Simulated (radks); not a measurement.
Question: The mean radii <r> (bohr) of the occupied orbitals of an atom or ion are listed with their occupations. Method: Dirac Kohn-Sham, PBE, spin-unpolarised, spherical densities, point nucleus; computed with a radial shooting solver on a logarithmic mesh with Libxc functionals.

orbital  occ.      <r>
1s1/2       2  0.02001
2s1/2       2  0.08429
2p1/2       2  0.07008
2p3/2       4  0.07747
3s1/2       2   0.2205
3p1/2       2   0.2103
3p3/2       4   0.2241
3d3/2       4   0.1973
3d5/2       6   0.2016
4s1/2       2   0.4969
4p1/2       2   0.5050
4p3/2       4   0.5364
4d3/2       4   0.5613
4d5/2       6   0.5722
5s1/2       2    1.156
5p1/2       2    1.254
5p3/2       2    1.329
4f5/2       6   0.6901
4f7/2       5   0.6988

Name the element and its charge. Open shells, if any, fill j = l - 1/2 first.

Answer: Z = 69, thulium, charge +6: Tm6+ in [Kr] 4d10 4f11 5s2 5p4. The 1s radius gives Z: for a bare nucleus <r> = (2 gamma + 1)/(2Z) with gamma = sqrt(1 - (Z/c)^2), 0.01977 bohr for Z = 69, and screening makes it slightly larger (0.02001 here). The occupations add up to 63, and the charge is Z minus that.
